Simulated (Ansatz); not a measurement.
Ansatz (a program for electronic structure) input (CCSD(T)/aug-cc-pVDZ):

Ansatz 0.2 input:
```yaml
crystal:
  periodic: [false, false, false]
  atoms:
    - {symbol: As, position_ang: [-0.14653518, -0.20555075, 0.32176302]}
    - {symbol: F, position_ang: [1.33592544, -0.37212610, -0.58230773]}
    - {symbol: F, position_ang: [-0.79862979, 1.12581217, -0.59749001]}
basis:
  gaussian:
    orbitals: aug-cc-pVDZ
magnetization: {spin_polarized: true, initial_magnetization: 1}
correlation: {method: ccsd_t, electrons: outside_noble_gas}
output: {forces: true}
```

End of the output:

```
integrals: 0.12 GiB planned
844 factors; integrals over basis functions are off by at most 5.5e-4 eV
mean field: 0.31 GiB planned
mean field evaluation 1: about -66205.6697 eV, gradient 2.5e1 eV
mean field evaluation 2: about -66205.6710 eV, gradient 2.5e1 eV
mean field evaluation 4: about -66208.1012 eV, gradient 1.8e0 eV
mean field evaluation 8: about -66208.1505 eV, gradient 1.8e-3 eV
mean field evaluation 16: about -66208.1467 eV, gradient 2.8e-1 eV
mean field -66208.15050920 eV, -2433.1046537168 hartree, gradient 2.6e-6 eV, S^2 0.768802; 0 other end points of the search recorded, 0 dependent functions left out
16 core orbitals not correlated
reference -66208.15050920 eV, -2433.1046537168 hartree; 10, 9 occupied and 56, 57 virtual orbitals, 844 factors
densities: 0.50 GiB planned
second order -13.85576837 eV of doubles, -0.00000000 eV of singles
coupled cluster: 0.37 GiB planned
cycle   1  -13.61293676 eV  change    2.4e-1 eV  update   1.2e-1
cycle   2  -13.99993144 eV  change   -3.9e-1 eV  update   4.0e-2
cycle   3  -14.11721364 eV  change   -1.2e-1 eV  update   2.1e-2
cycle   4  -14.11390972 eV  change    3.3e-3 eV  update   5.6e-3
cycle   5  -14.10976339 eV  change    4.1e-3 eV  update   2.8e-3
cycle   6  -14.11127939 eV  change   -1.5e-3 eV  update   9.1e-4
cycle   7  -14.11149846 eV  change   -2.2e-4 eV  update   3.3e-4
cycle   8  -14.11140605 eV  change    9.2e-5 eV  update   1.1e-4
cycle   9  -14.11143088 eV  change   -2.5e-5 eV  update   4.2e-5
cycle  10  -14.11144263 eV  change   -1.2e-5 eV  update   1.5e-5
cycle  11  -14.11143601 eV  change    6.6e-6 eV  update   5.8e-6
cycle  12  -14.11144058 eV  change   -4.6e-6 eV  update   2.3e-6
cycle  13  -14.11144037 eV  change    2.1e-7 eV  update   8.6e-7
perturbative correction -0.40114358 eV, -0.0147417545 hartree
the calculation of the forces begins
mean field evaluation 32: about -66208.1484 eV, gradient 2.3e-2 eV
Total energy: -66222.66309314 eV, -2433.6379813398 hartree
Atom 0 at    -0.146535    -0.205551     0.321763 Å, force    -0.321951    -0.451614     0.706943 eV/Å
Atom 1 at     1.335925    -0.372126    -0.582308 Å, force     0.531660    -0.034323    -0.350835 eV/Å
Atom 2 at    -0.798630     1.125812    -0.597490 Å, force    -0.209709     0.485937    -0.356108 eV/Å
Dipole moment:    -0.171263    -0.240238     0.376061 e Å
```

It need not be the lowest isomer of its formula.
